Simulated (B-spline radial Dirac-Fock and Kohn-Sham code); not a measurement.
S⁴⁺: scattering cross sections and density moments

System: sulfur as S⁴⁺, [Ne] 3s2, inside a Watson sphere of charge -4 and radius 1.8 Å (a model of the Madelung potential; inside it an electron's potential energy is raised by 32.0 eV).

Level of theory: Dirac-Fock densities; a B-spline atomic structure program.

* Sum of ⟨r⟩: 6.735 bohr
* Sum of ⟨r²⟩: 6.994 bohr²
* Sum of ⟨1/r⟩: 57.227 per bohr
* Langevin diamagnetic susceptibility: -5.54 × 10⁻⁶ cm³/mol
* Lamb shielding (α²/3)Σ⟨1/r⟩: 1016 ppm

Coherent scattering is the Thomson cross section weighted by f₀², without anomalous dispersion; incoherent scattering is Klein-Nishina weighted by S. The Lamb formula is the non-relativistic shielding expression. Electron correlation is left out.

```tsv
hν (keV)	coherent (b)	incoherent (b)	incoherent per electron (b)
1	93.22	0.1814	0.0151
2	86.53	0.6048	0.0504
5	61.65	1.813	0.151
8.0478	43.79	2.754	0.230
30	7.676	5.551	0.463
100	0.9753	5.634	0.469
500	0.04312	3.456	0.288
1000	0.01083	2.531	0.211
```

Incoherent scattering overtakes coherent scattering between 30 and 100 keV.

Values without a named source are computed, but for edge energies of neutral atoms, which are taken from tables.
